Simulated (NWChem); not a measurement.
BHSeCl2; SMILES ClB(Cl)[SeH]

```xyz
5

B      0.0007    -0.5043     0.0000
Cl     1.5380    -1.3430     0.0000
Cl    -1.4881    -1.4258     0.0000
Se     0.0361     1.4252     0.0000
H     -1.4256     1.5836     0.0000
```
Atoms are numbered in this order, from 1.

Results from NWChem. Pople sets run with spherical d functions. Structure relaxed at the PBE0/def2-SVP level. B3LYP is NWChem's, with the RPA form of VWN correlation. Vzz is the largest principal value of the second derivative of the potential at the nucleus (NWChem prints the opposite sign); η is the asymmetry. Non-relativistic.

Order these runs by computing time, cheapest first, and give rough ratios: CAM-B3LYP/def2-TZVP; B3LYP/def2-TZVP; B3LYP/6-31G*.

B3LYP/6-31G* (1), B3LYP/def2-TZVP (3), CAM-B3LYP/def2-TZVP (10). Ratios are rough, from one shared machine; the cheapest took roughly 23 core-seconds. What differs between the cheapest and the dearest: Vzz B1 (a.u.) 0.235 → 0.299; η B1 0.28 → 0.27; Vzz Cl2 (a.u.) 2.222 → 2.323; η Cl2 0.42 → 0.46.
